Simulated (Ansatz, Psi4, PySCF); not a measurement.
BFO, triplet, geometry from GFN2-xTB (a higher spin typed on purpose: for a closed-shell molecule this is an excited state). Base run: BLYP/cc-pVDZ (PySCF).

The PySCF input:
```python
from pyscf import gto, scf, dft

mol = gto.M(
    atom='''
F    -0.99621526    0.24724638    0.11745443
B     0.04267924   -0.54682470   -0.35213529
O     1.09406763    0.06361327    0.08794831
''',
    basis='cc-pvdz',
    spin=2,
    verbose=4,
)

mf = dft.UKS(mol)
mf.xc = 'blyp'
mf.kernel()
```

The same geometry, method and basis name were run in Ansatz (a quantum-chemistry and plane-wave program) and Psi4 and PySCF, at each program's defaults and at the settings that a row names. The base is PySCF at its defaults. Differences at the defaults can come from grids, fitting, cores and function types together.

```tsv
code and settings	ΔE vs base (mEh)	basis functions	E (Eh)	SCF cycles	dipole (D)
PySCF, defaults (exact integrals, its default grid, spherical functions)	0.000	42	-199.82510	10	0.62
Psi4, defaults (density fitting with its default set, its default grid, spherical functions)	-0.104	42	-199.82520	10	0.62
Ansatz, defaults (factorised integrals, its default grid, spherical functions)	-0.004	42	-199.82510	-	-
PySCF, density fitting with def2-universal-jkfit	-0.040	42	-199.82514	10	0.62
PySCF, fine grid	-0.003	42	-199.82510	10	0.62
Psi4, exact integrals, spherical functions, fine grid	-0.003	42	-199.82510	13	0.62
Ansatz, high accuracy	-0.003	42	-199.82510	-	-
```

Open shells are given as the SCF converged; they aren't shown to be the lowest states, and a large step between rows can be another state.
